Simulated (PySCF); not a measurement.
## Calculated data, CH₅GeO, CH₅ClGe₂

Calculation on a computer-drawn molecule: optimised geometry and harmonic frequencies of an isolated molecule of the commonest isotopes, restricted reference for singlets and unrestricted otherwise, frozen core in MP2; on germanium a core potential holds 10 electrons, which the energies leave out, and 3d is frozen in MP2 and coupled-cluster steps. Program: PySCF 2.14.0.

Common to all runs: charge 0; method HF; basis and core potential on germanium cc-pVDZ-PP ECP10MDF.

```json
{"entry": 1, "formula": "CH5GeO", "start_structure": {"atoms_angstrom": [["C", -1.4712, -2.1191, 0.2882], ["Ge", -3.1543, -3.1104, 0.1229], ["O", -2.9886, -4.7649, 0.6433], ["H", -1.3851, -1.1302, 0.1247], ["H", -0.6277, -2.7389, 0.4789], ["H", -4.2456, -2.4035, 0.9431], ["H", -3.6408, -3.2141, -1.2512], ["H", -2.6227, -4.9323, 1.533]]}, "given": {"multiplicity": 2, "basis": "cc-pVDZ", "drawn_bonds_atom": [1, 2, 1, 1, 2, 2, 3], "drawn_bonds_other_atom": [2, 3, 4, 5, 6, 7, 8], "drawn_bonds_order": [1, 1, 1, 1, 1, 1, 1]}, "results": {"optimised_atom_element": ["C", "Ge", "O", "H", "H", "H", "H", "H"], "optimised_atom_x [angstrom]": [-1.481, -3.16, -3.019, -1.392, -0.5642, -4.252, -3.542, -2.726], "optimised_atom_y [angstrom]": [-2.183, -3.126, -4.769, -1.24, -2.565, -2.35, -3.376, -4.804], "optimised_atom_z [angstrom]": [0.2576, 0.0938, 0.7757, 0.7879, -0.1823, 0.8364, -1.361, 1.675], "modes_frequency [cm^-1]": [78.82, 190.0, 247.2, 484.1, 525.8, 664.0, 710.0, 730.0, 831.1, 897.6, 948.6, 968.8, 1481, 2224, 2265, 3266, 3373, 4159], "modes_reduced_mass [dalton]": [1.055, 1.263, 2.506, 1.11, 1.306, 4.823, 1.094, 9.717, 1.181, 1.126, 1.03, 1.109, 1.131, 1.022, 1.018, 1.052, 1.116, 1.067], "rotational_constants [GHz]": [14.45, 6.276, 4.784], "total_energy [hartree]": -408.9922, "spin_squared": 0.7617, "convergence_status_largest_gradient_component [hartree/bohr]": 1.297e-05}}
{"entry": 2, "formula": "CH5ClGe2", "start_structure": {"atoms_angstrom": [["Cl", 1.9257, -2.496, 1.7549], ["Ge", 1.134, -0.8155, 0.8319], ["C", 0.2501, -0.9459, -0.7304], ["Ge", -0.6241, 0.6466, -1.5557], ["H", 2.1619, 0.3668, 1.0959], ["H", -0.3382, -1.9047, -0.8309], ["H", -1.9529, 0.9066, -1.011], ["H", 0.1934, 1.8144, -1.3823], ["H", -0.7861, 0.3034, -3.0078]]}, "given": {"multiplicity": 1, "basis": "cc-pV(D+d)Z", "drawn_bonds_atom": [1, 2, 3, 2, 3, 4, 4, 4], "drawn_bonds_other_atom": [2, 3, 4, 5, 6, 7, 8, 9], "drawn_bonds_order": [1, 2, 1, 1, 1, 1, 1, 1]}, "results": {"optimised_atom_element": ["Cl", "Ge", "C", "Ge", "H", "H", "H", "H", "H"], "optimised_atom_x [angstrom]": [2.018, 1.329, 0.002621, -0.6453, 2.173, -0.4664, -2.12, 0.1876, -0.5137], "optimised_atom_y [angstrom]": [-2.525, -0.818, -0.9174, 0.5975, 0.3688, -1.887, 0.8797, 1.832, 0.345], "optimised_atom_z [angstrom]": [1.726, 0.6152, -0.5276, -1.545, 1.012, -0.6571, -1.234, -1.173, -3.053], "modes_frequency [cm^-1]": [93.3, 98.11, 142.7, 172.8, 361.4, 437.9, 537.1, 638.6, 691.5, 770.0, 802.6, 922.5, 956.7, 969.2, 988.2, 1195, 2199, 2202, 2228, 2328, 3338], "modes_reduced_mass [dalton]": [10.87, 4.176, 1.269, 15.07, 1.243, 17.41, 1.87, 1.085, 1.71, 1.123, 1.163, 1.194, 1.021, 1.147, 1.356, 1.817, 1.024, 1.023, 1.012, 1.021, 1.087], "rotational_constants [GHz]": [14.99, 0.6429, 0.6212], "total_energy [hartree]": -1087.0112, "convergence_status_largest_gradient_component [hartree/bohr]": 1.936e-05}}
```
